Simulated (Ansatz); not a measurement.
`[F][GeH2]/[N]=C/[SiH3]` and `[CH3][GaH]/[N]=C\[SiH3]` differ in one atom or group (the configuration at the double bond changes too).

Ansatz, PBE0-D4/def2-TZVP geometries, multiplicity 1. Each molecule was computed in one conformer, which needn't be the lowest.

Scalar relativity is left out up to krypton.

```csv
property,`[F][GeH2]/[N]=C/[SiH3]`
HOMO–LUMO gap (ωB97M-V/def2-TZVPP) / eV,10.13
HOMO–LUMO gap (PBE/def2-TZVPP) / eV,3.29
HOMO energy (B3LYP/def2-TZVPP) / eV,-6.87
size of the dipole moment (B3LYP/def2-TZVPP) / D,0.74
LUMO energy (PBE/def2-TZVPP) / eV,-2.47
LUMO energy (ωB97M-V/def2-TZVPP) / eV,0.81
```

(1) What does the change do to each property? (Best estimate.)

Answers

(1) The calculation gave: 
```json
{"property": "HOMO–LUMO gap (ωB97M-V/def2-TZVPP) / eV", "`[CH3][GaH]/[N]=C\\[SiH3]`": "9.29", "shift": "-0.84"}
{"property": "HOMO–LUMO gap (PBE/def2-TZVPP) / eV", "`[CH3][GaH]/[N]=C\\[SiH3]`": "2.94", "shift": "-0.35"}
{"property": "HOMO energy (B3LYP/def2-TZVPP) / eV", "`[CH3][GaH]/[N]=C\\[SiH3]`": "-5.97", "shift": "0.90"}
{"property": "size of the dipole moment (B3LYP/def2-TZVPP) / D", "`[CH3][GaH]/[N]=C\\[SiH3]`": "0.80", "shift": "0.06"}
{"property": "LUMO energy (PBE/def2-TZVPP) / eV", "`[CH3][GaH]/[N]=C\\[SiH3]`": "-2.07", "shift": "0.40"}
{"property": "LUMO energy (ωB97M-V/def2-TZVPP) / eV", "`[CH3][GaH]/[N]=C\\[SiH3]`": "0.94", "shift": "0.13"}
```

With PBE0 the HOMO rises by 0.92 eV and the LUMO rises by 0.45 eV, so the gap narrows by about 0.47 eV. PBE moves the HOMO by 0.76 eV and ωB97M-V by 0.97 eV. Dipoles are sizes alone; their direction can turn.

B3LYP here is the variant with VWN-RPA as its local correlation; programs differ in this.
